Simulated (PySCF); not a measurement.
From computed data to an observable: oscillator strength and radiative lifetime

Ru(CO)3 (C3O3Ru), SMILES [O+]#[C-]->[Ru](<-[C-]#[O+])<-[C-]#[O+], multiplicity 1.

Coordinates come from a PBE0-D3(BJ)/def2-SVP optimisation. The spin state was assumed, not searched. The def2 effective core potentials stand for the cores of Ru; spin–orbit coupling is left out.

TDDFT-ωB97X/def2-SVPD (PySCF 2.14.0) puts the first singlet state with f over 0.02 at 2.89 eV (vertical), with the transition dipole (0.785, -0.350, 0.000) in atomic units.

Problem. Find the oscillator strength, the wavelength and the radiative lifetime that this transition would have in vacuum if emission retraced absorption.

Solution. 
|μ|² = 0.7387 au, so |μ| = 2.18 D. ΔE = 2.89/27.211 = 0.1062 hartree. f = (2/3) ΔE |μ|² = 0.052 (the program prints 0.052).
λ = 1239.84/2.89 = 429 nm; ν = 23309 cm⁻¹.
Einstein's coefficient A = 0.6670 ν² f s⁻¹ (ν in cm⁻¹) = 1.9e7 s⁻¹, so τ = 1/A = 53 ns. This state is S4; the lower singlets have f = 0.003, 0.000, 0.003. The figure is the radiative limit of this one transition; relaxation, internal conversion, crossing to triplets and a medium change what is measured.
